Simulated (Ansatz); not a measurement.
Species: Cl₃In, SMILES `[Cl][In]([Cl])[Cl]` (charge 0, multiplicity 1).

Problem. Give a relaxed geometry from B3LYP-D3(BJ)/def2-TZVP (Ansatz, a quantum-chemistry and plane-wave program).

Solution. the end point of this relaxation (outside a Z-matrix the atoms follow the SMILES, hydrogens last).
Z-matrix (Å, degrees):
```
In
Cl 1 2.3145
Cl 1 2.3145 2 120.00
Cl 1 2.3145 2 120.00 3 180.00
```
